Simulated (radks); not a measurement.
These are the eigenvalues of the occupied orbitals of an atom or ion with whole-number occupations (hartree). Calculated with a radial shooting solver on a logarithmic mesh with Libxc functionals: scalar-relativistic Kohn-Sham, LDA (Slater exchange, VWN5 correlation), spin-polarised, spherical densities, finite nucleus; Fermi nuclear charge, rms radius of each element as measured or else 0.836 A^(1/3) + 0.57 fm.

1s up: -482.0433
1s down: -481.9992
2s up: -82.13110
2s down: -82.09131
2p up: -75.18789
2p down: -75.13893
3s up: -27.13812
3s down: -27.02193
3p up: -24.92663
3p down: -24.80978

Which element is it, and in what charge state? The configuration may be excited. Open shells, if any, are filled with parallel spins first.

Answer. Z = 34, selenium, charge +17: Se17+ in [Ne] 3s2 3p5. The list shows which subshells hold electrons but not how many an open one holds; the 1s level, -482.04 hartree, gives Z - s = 31.0 by -(Z - s)^2/2, which with screening and relativity narrows Z to a few neighbours, and the depths of the outer levels then fix element, charge and occupations together.
